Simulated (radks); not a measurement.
The numbers below are computed, except where a source is named.
Q: Ionisation of Hf, [Xe] 4f14 5d2 6s2, to Hf+, [Xe] 4f14 5d1 6s2, under several functionals. Scalar-relativistic Kohn-Sham, spin-polarised, spherical densities, point nucleus; open shells are filled with parallel spins first (spin-orbit coupling, left out, can overturn this in heavy ions); a radial shooting solver on a logarithmic mesh with Libxc functionals. The NIST Atomic Spectra Database gives 6.825 eV (measured). Rank these functionals by the error of their Delta-SCF ionisation energy: PBEsol; OLYP; BP86; LDA (Slater exchange, VWN5 correlation); exchange-only B88; PBE.

A: From best to worst: PBE 6.870 eV (+0.045); OLYP 6.759 eV (-0.066); PBEsol 6.919 eV (+0.094); BP86 7.010 eV (+0.185); LDA (Slater exchange, VWN5 correlation) 7.063 eV (+0.238); exchange-only B88 6.124 eV (-0.701). Open shells are spherical and high-spin; term and fine-structure splittings are not resolved. Spin-orbit splitting is averaged out at the scalar-relativistic level.
